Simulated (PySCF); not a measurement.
**`C(B(C)C)(F)=C=C=C=CF`, C7H7BF2**

Geometry:
```csv
atom,x (Å),y (Å),z (Å)
C1,-1.086,1.496,-0.264
B2,-1.604,0.032,-0.067
C3,-3.127,-0.320,0.006
C4,-0.573,-1.145,0.074
F5,-1.065,-2.393,0.157
C6,0.745,-0.969,0.122
C7,1.992,-0.689,0.163
C8,3.242,-0.406,0.206
C9,4.526,-0.116,0.189
F10,5.222,0.164,1.284
H11,-0.062,1.679,0.095
H12,-1.076,1.678,-1.356
H13,-1.770,2.247,0.160
H14,-3.390,-0.287,1.083
H15,-3.774,0.417,-0.493
H16,-3.371,-1.337,-0.334
H17,5.130,-0.080,-0.724
```

Computed, not measured: PySCF 2.14.0, TDDFT CAM-B3LYP/aug-cc-pVDZ excited states, vertical, gas phase. Geometry: PBE0-D3(BJ)/def2-SVP.

Task: How strongly do the lowest singlets absorb one photon, and two photons of half the energy?

Result: δ for parallel linear polarisation; σ at the peak of a Lorentzian of half width 0.1 eV, single beam; Ω is circular over linear.
```csv
state,E (eV),f,photon λ (nm),δ (au),σ (GM),Ω,main
S1,3.16,0.000,784,0.13,0.00,1.43,HOMO→LUMO 0.92
S2,3.95,0.001,629,0.12,0.00,1.49,HOMO−1→LUMO+1 0.92
S3,4.39,0.193,565,141,1.00,0.98,"HOMO−1→LUMO 0.76, HOMO→LUMO+1 0.17"
S4,5.46,1.450,454,282,3.08,0.65,"HOMO→LUMO+1 0.65, HOMO−1→LUMO 0.15"
S5,5.65,0.001,439,2.27,0.03,1.03,"HOMO−2→LUMO 0.50, HOMO−3→LUMO 0.35"
S6,5.70,0.001,435,0.54,0.01,1.27,"HOMO−3→LUMO 0.50, HOMO−2→LUMO 0.39"
```

Among these, the strongest one-photon state is S4, the strongest two-photon state S4, with a dipole change of 1.3 D (relaxed, norm of the difference vector).
